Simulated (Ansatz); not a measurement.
`CC[CH2][ZnH]` + `O[CH2][ZnH]` → `CO[CH2][ZnH]` + `C[CH2][ZnH]`  (substitution at a C–C bond)

Program: Ansatz. Geometries: PBE0-D4/def2-TZVP. ΔE: electronic, gas phase. CCSD(T)/CBS is the MP2 limit (def2-TZVPP, def2-QZVPP) plus CCSD(T) − MP2 in def2-TZVPP, frozen cores. Functionals use def2-TZVPP. B3LYP here is the variant with VWN-RPA as its local correlation; programs differ in this. For Zn outer-core shells are correlated without core-valence functions, which leaves a few kJ/mol of doubt a bond. Scalar relativity is left out up to krypton. Each species was taken in one conformer, which may not be the lowest.

Question: Is it downhill or uphill in electronic energy at CCSD(T)/CBS, and by how much? (An estimate is asked.)

Answer: Computed: Uphill: ΔE = +0.33 eV.

Question: What do these levels give: PBE, PBE0, B3LYP, CCSD/def2-TZVPP, CCSD(T)/def2-TZVPP, HF/CBS(def2)? (An estimate is asked.)

Answer: Computed: PBE 0.31, PBE0 0.30, B3LYP 0.24, CCSD/def2-TZVPP 0.29, CCSD(T)/def2-TZVPP 0.30, HF/CBS(def2) 0.18 eV.

Largest T1 diagnostic among the species: 0.014.

In def2-TZVPP, CCSD(T) changes the Hartree–Fock value by +0.12 eV (the triples alone add +0.01 eV) and MP2 by +0.15 eV.
